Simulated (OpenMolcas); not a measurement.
**V2+, Nb2+, Ta2+: d³ down the group**

```yaml
Program: OpenMolcas
Method: MS-CASPT2, IPEA 0.25 Eh, imaginary shift 0.1 Eh
Basis: ANO-RCC-VTZP
Scalar_Hamiltonian: DKH2, point nucleus
Spin-orbit_coupling: state interaction with AMFI integrals over the reference wave functions, term energies averaged over their components
```

Active space for each ion: 3 electrons in 5 orbitals (d); closed shells correlated by CASPT2: V2+ 3s 3p; Nb2+ 4s 4p; Ta2+ 5s 5p.

Computed levels in cm-1 above ⁴F_3/2:

```csv
Level,V2+,Nb2+,Ta2+
⁴F_5/2,154,518,2580
⁴F_7/2,366,1183,5030
⁴F_9/2,632,1951,7100
²G_7/2,11840,9500,12540
⁴P_1/2,12080,8990,14990
⁴P_3/2,12140,8920,15450
⁴P_5/2,12320,9920,14510
²P_1/2,15530,11080,9890
²D_5/2(1),16630,13740,18980
weight of ⁴F in the lowest level (%),100,99,89
```

Mixed levels, with the weight of the term that names them: Ta2+ ⁴P_1/2 (53 %), Ta2+ ⁴P_3/2 (52 %), Ta2+ ²P_1/2 (53 %).

Measured, with the error of the calculation in %. Measured levels: V2+ from Sugar and Corliss, J. Phys. Chem. Ref. Data 7, 1191 (1978); Nb2+ from the list in Shadmi, J. Res. Natl. Bur. Stand. 70A, 435 (1966).

```json
{"Level": "⁴F_5/2", "V2+": "146 (+6.2)", "Nb2+": "516 (+0.5)"}
{"Level": "⁴F_7/2", "V2+": "342 (+7.3)", "Nb2+": "1177 (+0.5)"}
{"Level": "⁴F_9/2", "V2+": "584 (+8.2)", "Nb2+": "1939 (+0.6)"}
{"Level": "²G_7/2", "V2+": "11966 (-1.1)", "Nb2+": "9236 (+2.9)"}
{"Level": "⁴P_1/2", "V2+": "11514 (+4.9)", "Nb2+": "8664 (+3.7)"}
{"Level": "⁴P_3/2", "V2+": "11592 (+4.8)", "Nb2+": "8608 (+3.6)"}
{"Level": "⁴P_5/2", "V2+": "11770 (+4.7)", "Nb2+": "9594 (+3.4)"}
{"Level": "²P_1/2", "V2+": "15580 (-0.3)", "Nb2+": ""}
{"Level": "²D_5/2(1)", "V2+": "16375 (+1.6)", "Nb2+": "13094 (+5.0)"}
```

The fine-structure level ⁴F_9/2 changes by a factor of 11.2 from V2+ to Ta2+.

Without spin-orbit coupling ²G lies 11600, 8700, 8390 cm-1 above ⁴F in that order; the difference to the level ²G_7/2, of either sign, comes from spin-orbit coupling, which also lowers the zero.

CASPT2 breaks the degeneracy within a term, and the mean is taken; among the terms shown or strongly mixed into the levels shown the widest spread is 990 cm-1 (3d³ ⁴F, V2+). The CASPT2 spread within a term exceeds the gap to the next term for 3d³ ²G and 3d³ ⁴P, so the order of their levels is uncertain (figures for V2+; the like holds for Nb2+, Ta2+). Levels of configurations with an s electron are missing; early in the row they begin among the upper levels of the d shell and mix with terms of their name (holds for Nb2+). Configurations with an s electron lie low in 5d ions of this charge, fall among these levels and mix in, so low-spin terms can stand far too high, up to twice their true height, and weights are not those of the real levels (holds for Ta2+). Measured partners are found by configuration, term and J. A level has none where our copy of the source lacks it or the pairing is in doubt (some pairs that miss far off the trend of their configuration count as doubtful), and it then counts in no deviation. Levels of configurations outside the active space are missing.

A number in round brackets counts repeated terms of one configuration in the order of the reference energies.
